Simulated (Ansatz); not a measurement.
Total energies of BFH₃NO, SMILES `NB(O)F`.

```xyz
7

N     0.781   -0.346   -0.381
B    -0.538   -0.178    0.077
O    -1.025    0.926    0.711
F    -1.407   -1.176   -0.114
H     1.066   -1.192   -0.841
H     1.509    0.337   -0.289
H    -0.386    1.628    0.838
```

Charge 0, multiplicity 1. Geometry: relaxed with PBE0-D4/def2-TZVP. It is one conformer, not always the lowest. Basis def2-TZVPP, Ansatz 0.2.0.

RPA on PBE orbitals: Hartree–Fock energy of these orbitals -255.42750 Eh, correlation -1.22092 Eh (frozen core).

```csv
functional,kind,energy without D4 (Eh),D4 term (kJ/mol)
PBE,GGA,-256.46814,-8.2
BLYP,GGA,-256.70331,-19.0
r2SCAN,meta-GGA,-256.62810,-1.9
PBE0,"global hybrid, 25 % exact exchange",-256.47813,-6.7
B3LYP,"global hybrid, 20 %",-256.76063,-13.2
r2SCANh,"meta-GGA hybrid, 10 %",-256.61512,-2.0
r2SCAN0,"meta-GGA hybrid, 25 %",-256.59645,-2.2
HSE06 (plane-wave form),screened hybrid,-256.46638,-6.2
BHLYP,"global hybrid, 50 %",-256.64037,-8.8
CAM-B3LYP,range-separated hybrid,-256.67204,-6.6
ωB97X-V,range-separated hybrid GGA with VV10,-256.66703,–
ωB97M-V,range-separated hybrid meta-GGA with VV10,-256.67629,–
B2PLYP,double hybrid,-256.58764,–
PBE-QIDH,double hybrid,-256.44814,–
```

(1) Give the same for LDA (SPW92), revPBE, B97M-V, LC-ωPBE. (Estimate.)

B3LYP takes the VWN-RPA correlation (the form of Gaussian; ORCA's B3LYP/G). HSE06 is the plane-wave form, built on full-range PBE exchange. The double hybrids freeze the cores in their second-order part.

## Answers

(1) The calculation gave: 
```
 functional                         kind  energy without D4 (Eh)  D4 term (kJ/mol)
LDA (SPW92)                          LDA              -254.84712                 –
     revPBE                          GGA              -256.66218             -30.7
     B97M-V           meta-GGA with VV10              -256.69417                 –
    LC-ωPBE  long-range corrected hybrid              -256.60165                 –
```

LC-ωPBE has ω = 0.4 bohr⁻¹.
